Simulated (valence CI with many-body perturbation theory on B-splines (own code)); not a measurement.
E1 line list for Sc8+

Method: configuration interaction combined with many-body perturbation theory (CI+MBPT): three valence electrons over a frozen Dirac-Fock core [Ne], radial functions for each j: 11 s, 11 p, 10 d, 8 f, 5 g, 2 h, with the one-electron correlation potential Σ1, the two-electron term Σ2, the three-electron term Σ3, Breit, model QED; selected CI, second order for the rest, scaled by the run's own slope (own B-spline code, finite nucleus).

No measured levels were compared; by estimate levels of excited configurations hold to 0.05 to 0.15 % of their energy, terms of the ground configuration to about 0.5 %.

Lines 101 to 150 of 578 in falling wavelength, among levels below 127.89 eV, chosen from the strongest by gf and those to the six lowest levels. Wavelengths and rates use the calculated energies, so an error of 200 cm⁻¹ moves a line at 556.2 Å by 0.11 % and its rate by three times that or more. Electric multipoles are in the length gauge, E1 and E2 with the static RPA response of the core. Weak lines are less certain than strong ones. Lines between different terms over intervals too small for the method are left out, as are lines whose strength nearly cancels. Where a level lies close to another of its J and parity, the split of strength between their lines is uncertain. The highest levels of a list are the least certain.

Names give the largest LS component (configuration and term), which can be under half, so a name can repeat, a term be missing and a line seem to break the LS rules; names also repeat where a configuration has a term twice. Letters in brackets count levels of one name in rising energy.

| λ vac (Å) | Upper | Lower | A (s⁻¹) | S (a.u.) with core polarisation | S without |
| --- | --- | --- | --- | --- | --- |
| 556.2 | 3s3p3d ²F°_5/2 [a] | 3s²3d ²D_3/2 | 7.99e+08 | 4.07e-01 | 4.26e-01 |
| 556.1 | 3p²3d ⁴F_7/2 | 3s3p3d ⁴D°_5/2 | 1.16e+09 | 7.91e-01 | 8.26e-01 |
| 549.9 | 3p²3d ⁴F_9/2 | 3s3p3d ⁴D°_7/2 | 1.86e+09 | 1.53e+00 | 1.59e+00 |
| 547.4 | 3p³ ²D°_3/2 | 3s3p² ²D_3/2 | 1.23e+09 | 3.98e-01 | 4.16e-01 |
| 546.6 | 3p³ ²D°_5/2 | 3s3p² ²D_5/2 | 1.45e+09 | 7.00e-01 | 7.33e-01 |
| 545.6 | 3p3d² ⁴P°_1/2 | 3s3d² ⁴P_3/2 | 2.59e+09 | 4.15e-01 | 4.33e-01 |
| 545.4 | 3p³ ²D°_5/2 | 3s3p² ²D_3/2 | 1.21e+08 | 5.83e-02 | 6.11e-02 |
| 545.3 | 3p3d² ⁴P°_3/2 | 3s3d² ⁴P_5/2 | 1.65e+09 | 5.27e-01 | 5.50e-01 |
| 544.6 | 3p3d² ⁴P°_3/2 | 3s3d² ⁴P_1/2 | 1.51e+09 | 4.82e-01 | 5.03e-01 |
| 543.4 | 3s3p3d ²F°_7/2 [a] | 3s²3d ²D_5/2 | 1.02e+09 | 6.48e-01 | 6.79e-01 |
| 539.7 | 3p3d² ⁴P°_5/2 | 3s3d² ⁴P_5/2 | 2.30e+09 | 1.07e+00 | 1.12e+00 |
| 539.4 | 3p3d² ⁴P°_5/2 | 3s3d² ⁴P_3/2 | 1.24e+09 | 5.76e-01 | 6.01e-01 |
| 538.6 | 3p²3d ²F_5/2 [b] | 3s3p3d ²F°_5/2 [b] | 1.48e+09 | 6.85e-01 | 7.16e-01 |
| 538.1 | 3s3p² ²D_3/2 | 3s²3p ²P°_3/2 | 9.30e+07 | 2.86e-02 | 2.99e-02 |
| 537.0 | 3s3p² ²D_5/2 | 3s²3p ²P°_3/2 | 9.54e+08 | 4.37e-01 | 4.58e-01 |
| 534.3 | 3p3d² ²F°_7/2 [c] | 3s3d² ²F_7/2 | 1.42e+09 | 8.54e-01 | 8.88e-01 |
| 534.2 | 3s²5p ²P°_1/2 | 3s²4d ²D_3/2 | 7.86e+09 | 1.18e+00 | 1.19e+00 |
| 533.7 | 3p3d² ²F°_7/2 [c] | 3s3d² ²F_5/2 | 1.11e+09 | 6.64e-01 | 6.91e-01 |
| 532.6 | 3s²5p ²P°_3/2 | 3s²4d ²D_5/2 | 7.18e+09 | 2.14e+00 | 2.14e+00 |
| 531.7 | 3p²3d ²F_7/2 [b] | 3s3p3d ²F°_7/2 [b] | 1.72e+09 | 1.02e+00 | 1.07e+00 |
| 529.3 | 3p3d² ²F°_5/2 [c] | 3s3d² ²F_5/2 | 1.89e+09 | 8.31e-01 | 8.65e-01 |
| 522.4 | 3p3d² ²G°_9/2 [b] | 3s3d² ²F_7/2 | 7.90e+09 | 5.56e+00 | 5.78e+00 |
| 521.9 | 3s3p² ²D_3/2 | 3s²3p ²P°_1/2 | 9.63e+08 | 2.70e-01 | 2.83e-01 |
| 521.2 | 3p3d² ²F°_7/2 [a] | 3p²3d ²F_7/2 [b] | 7.15e+08 | 4.00e-01 | 4.16e-01 |
| 519.7 | 3p3d² ²G°_7/2 [b] | 3s3d² ²F_7/2 | 9.15e+08 | 5.07e-01 | 5.27e-01 |
| 519.2 | 3p²3d ⁴D_5/2 | 3s3p3d ⁴D°_5/2 | 1.02e+09 | 4.23e-01 | 4.42e-01 |
| 519.1 | 3p3d² ²G°_7/2 [b] | 3s3d² ²F_5/2 | 6.74e+09 | 3.72e+00 | 3.87e+00 |
| 515.3 | 3p²3d ⁴D_7/2 | 3s3p3d ⁴D°_7/2 | 7.02e+08 | 3.79e-01 | 3.96e-01 |
| 514.7 | 3p3d² ⁴D°_5/2 [a] | 3s3d² ⁴F_7/2 | 1.11e+09 | 4.47e-01 | 4.66e-01 |
| 514.5 | 3p3d² ²F°_5/2 [b] | 3s3d² ²D_3/2 | 2.93e+09 | 1.18e+00 | 1.23e+00 |
| 513.6 | 3p3d² ²F°_7/2 [b] | 3s3d² ²D_5/2 | 3.28e+09 | 1.76e+00 | 1.83e+00 |
| 512.2 | 3p3d² ⁴D°_7/2 [a] | 3s3d² ⁴F_9/2 | 1.51e+09 | 7.99e-01 | 8.33e-01 |
| 508.4 | 3p²3d ⁴D_5/2 | 3s3p3d ⁴P°_3/2 | 1.77e+09 | 6.90e-01 | 7.20e-01 |
| 508.0 | 3p3d² ²F°_5/2 [b] | 3s3d² ²G_7/2 | 2.25e+09 | 8.72e-01 | 9.06e-01 |
| 507.3 | 3p3d² ²F°_7/2 [b] | 3s3d² ²G_9/2 | 2.60e+09 | 1.34e+00 | 1.39e+00 |
| 502.7 | 3p3d² ²G°_9/2 [a] | 3s3d² ⁴F_9/2 | 1.02e+09 | 6.38e-01 | 6.66e-01 |
| 501.4 | 3p²3d ⁴D_7/2 | 3s3p3d ⁴P°_5/2 | 2.92e+09 | 1.45e+00 | 1.52e+00 |
| 501.0 | 3p3d² ²G°_7/2 [a] | 3s3d² ⁴F_7/2 | 8.92e+08 | 4.43e-01 | 4.62e-01 |
| 500.7 | 3p3d² ⁴F°_3/2 | 3s3d² ⁴F_3/2 | 3.52e+09 | 8.73e-01 | 9.11e-01 |
| 499.9 | 3p3d² ⁴F°_5/2 | 3s3d² ⁴F_5/2 | 2.99e+09 | 1.11e+00 | 1.15e+00 |
| 499.7 | 3p3d² ⁴D°_7/2 [b] | 3s3d² ⁴P_5/2 | 1.12e+09 | 5.51e-01 | 5.75e-01 |
| 499.2 | 3p²3d ²D_5/2 [c] | 3s3p3d ²D°_5/2 [b] | 2.81e+09 | 1.04e+00 | 1.08e+00 |
| 497.9 | 3p3d² ⁴F°_7/2 | 3s3d² ⁴F_7/2 | 2.46e+09 | 1.20e+00 | 1.25e+00 |
| 496.3 | 3p3d² ⁴F°_9/2 | 3s3d² ⁴F_9/2 | 3.07e+09 | 1.85e+00 | 1.93e+00 |
| 492.6 | 3p²3d ²D_3/2 [c] | 3s3p3d ²D°_3/2 [b] | 3.22e+09 | 7.60e-01 | 7.91e-01 |
| 488.8 | 3p²3d ²D_5/2 [c] | 3s3p3d ²P°_3/2 [b] | 9.52e+08 | 3.29e-01 | 3.42e-01 |
| 477.8 | 3p3d² ²D°_3/2 [b] | 3s3d² ²D_3/2 | 2.98e+09 | 6.42e-01 | 6.69e-01 |
| 475.4 | 3p3d² ²D°_5/2 [b] | 3s3d² ²D_5/2 | 2.72e+09 | 8.67e-01 | 9.03e-01 |
| 472.7 | 3p3d² ²D°_3/2 [a] | 3p²3d ²P_1/2 [b] | 2.33e+09 | 4.87e-01 | 5.06e-01 |
| 472.6 | 3p²3d ²D_5/2 [a] | 3s3p3d ²D°_5/2 [a] | 2.13e+09 | 6.65e-01 | 6.94e-01 |
